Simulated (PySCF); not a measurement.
PySCF input for CH2N, SMILES C=[N], multiplicity 2, B3LYP-D3(BJ)/def2-TZVPD. The structure is a stationary point at B3LYP-D3(BJ)/def2-TZVPD. The isomer is the one that the SMILES or the coordinates give; other isomers of the formula were not compared.

```python
import numpy as np
from pyscf import gto, scf, dft, df
from pyscf.hessian import thermo

mol = gto.M(
    atom='''
    C     0.00000000    0.00000000    0.50091984
    N    -0.00000000    0.00000000   -0.73662350
    H    -0.00000000   -0.93600603    1.07542276
    H    -0.00000000    0.93600603    1.07542276
    ''',
    basis='def2-TZVPD',
    charge=0,
    spin=1,
    max_memory=1600,
    verbose=3,
)
mf = dft.UKS(mol, xc='b3lyp').density_fit(auxbasis='def2-universal-jkfit')
mf.disp = 'd3bj'
mf.grids.level = 3
mf.conv_tol = 1e-11
mf.max_cycle = 100
mf.kernel()
fine, coarse = mf.grids, dft.Grids(mol).set(level=1).build(with_non0tab=True)
for _ in range(3):  # follow internal instabilities
    mf.grids = coarse
    mo, _, stable, _ = mf.stability(return_status=True, nroots=4)
    mf.grids = fine
    if stable:
        break
    mf.kernel(mf.make_rdm1(mo, mf.mo_occ))

# [left out here: the lines that compute and print the analytic Hessian (its translational invariance restored by hand, since the grid's response is missing), thermochemistry and intensities]
```

Log of the run:

```

WARN: HOMO -0.221816230686301 >= LUMO -0.221816230686301

converged SCF energy = -94.0252124290693  <S^2> = 0.75982315  2S+1 = 2.0097991
<class 'pyscf.df.df_jk.DFUKS'> wavefunction is stable in the internal stability analysis

WARN: DFTD3 does not support analytical Hessian, using finite difference


WARN: Mole.unit (angstrom) is changed to Bohr

Mode                                 0                   1                   2
Irrep
Freq [cm^-1]                      934.2415            993.9730           1375.7507
Reduced mass [au]                   1.3502              1.3580              1.0790
Force const [Dyne/A]                0.6943              0.7905              1.2033
Char temp [K]                    1344.1655           1430.1058           1979.3990
Normal mode                   x     y     z       x     y     z       x     y     z
       0   C                -0.00 -0.13 -0.00    0.15 -0.00 -0.00    0.00 -0.00  0.02
       1   N                 0.00  0.08 -0.00   -0.04  0.00  0.00   -0.00  0.00  0.07
       2   H                 0.00  0.23  0.55   -0.60  0.00  0.00   -0.00 -0.35 -0.58
       3   H                 0.00  0.23 -0.55   -0.60  0.00 -0.00   -0.00  0.35 -0.58
Mode                                 3                   4                   5
Irrep
Freq [cm^-1]                     1724.3858           2962.8250           3016.6003
Reduced mass [au]                   8.7648              1.0469              1.1112
Force const [Dyne/A]               15.3554              5.4144              5.9579
Char temp [K]                    2481.0072           4262.8456           4340.2162
Normal mode                   x     y     z       x     y     z       x     y     z
       0   C                -0.00  0.00 -0.21   -0.00  0.00  0.06   -0.00  0.09 -0.00
       1   N                 0.00 -0.00  0.18    0.00 -0.00 -0.00    0.00  0.00 -0.00
       2   H                 0.00  0.14  0.03    0.00  0.60 -0.34    0.00 -0.56  0.36
       3   H                 0.00 -0.14  0.03    0.00 -0.60 -0.34    0.00 -0.56 -0.36
temperature 298.1500 [K]
pressure 101325.00 [Pa]
Rotational constants [GHz] 286.13394 39.53387 34.73473
Symmetry number 2
Zero-point energy (ZPE) 0.02508 [Eh]   65841.124 [J/mol]
                           tot       elec      trans        rot        vib
Entropy [J/mol/K]       223.943      5.763    150.319     66.848      1.013
Cv [J/mol/K]             29.076      0.000     12.472     12.472      4.132
Cp [J/mol/K]             37.390      0.000     20.786     12.472      4.132
Internal energy [J/mol]                      3718.434   3718.434  66091.244
Internal energy [Eh]   -93.99721  -94.02521
Enthalpy [J/mol]                             6197.391   3718.434  66091.244
Enthalpy [Eh]          -93.99626
Gibbs free energy [J/mol]                  -38620.272 -16212.377  65789.256
Gibbs free energy [Eh] -94.02169
mode   freq/cm-1   IR/(km/mol)
   1      934.24         8.156
   2      993.97        33.471
   3     1375.75        16.580
   4     1724.39         0.744
   5     2962.83         0.188
   6     3016.60         8.823
max |gradient| / (hartree/bohr): 3.164984637158166e-05
APT charges: [ 0.121 -0.253  0.066  0.066]
```

Self-consistency was reached.
